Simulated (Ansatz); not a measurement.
B$_{2}$H$_{6}$OSi (`BOB[SiH3]`), 10 atoms. The species carries charge 0 and has multiplicity 1. All runs use 2 threads of an Arm Neoverse V1 on a shared host. Correlated methods freeze the cores.

Task: Give the basis size and wall time and peak host memory of each of these runs in Ansatz. RKS PBE0-D4/def2-SVP energy; direct RPA on PBE orbitals/def2-TZVPP energy; RKS B3LYP-D4/def2-TZVPP energy and forces; RHF-CCSD(T)/def2-SVP energy; RKS CAM-B3LYP-D4/def2-TZVPP energy; RKS B97M-V/def2-TZVPP energy; RKS ωB97M-V/def2-QZVPP energy; RKS LC-ωPBE/def2-TZVPP energy; RKS ωB97M-V/def2-SVP energy; RKS PBE0-D4/def2-QZVPP energy; RKS PBE0-D4/def2-TZVP frequencies; RKS PBE0-D4/def2-TZVP relaxation (19 steps). (Estimate.)

Result: Ansatz gave: Other jobs shared the machine, so times are rough.

```csv
level,job,functions,wall time,peak host memory (GiB)
RKS PBE0-D4/def2-SVP,energy,90,1.1 s,0.43
RHF-CCSD(T)/def2-SVP,energy,90,3 s,0.43
RKS LC-ωPBE/def2-TZVPP,energy,219,3 s,0.43
RKS CAM-B3LYP-D4/def2-TZVPP,energy,219,3.6 s,0.46
RKS ωB97M-V/def2-SVP,energy,90,4.9 s,0.43
RKS B3LYP-D4/def2-TZVPP,energy and forces,219,5 s,0.47
direct RPA on PBE orbitals/def2-TZVPP,energy,219,5.5 s,0.43
RKS PBE0-D4/def2-QZVPP,energy,421,9.5 s,1
RKS B97M-V/def2-TZVPP,energy,219,11 s,0.3
RKS ωB97M-V/def2-QZVPP,energy,421,23 s,1.3
RKS PBE0-D4/def2-TZVP,relaxation (19 steps),166,62 s,0.33
RKS PBE0-D4/def2-TZVP,frequencies,166,2.1 min,0.43
```

B3LYP here is the variant with VWN-RPA as its local correlation; programs differ in this. LC-ωPBE has ω = 0.4 bohr⁻¹.
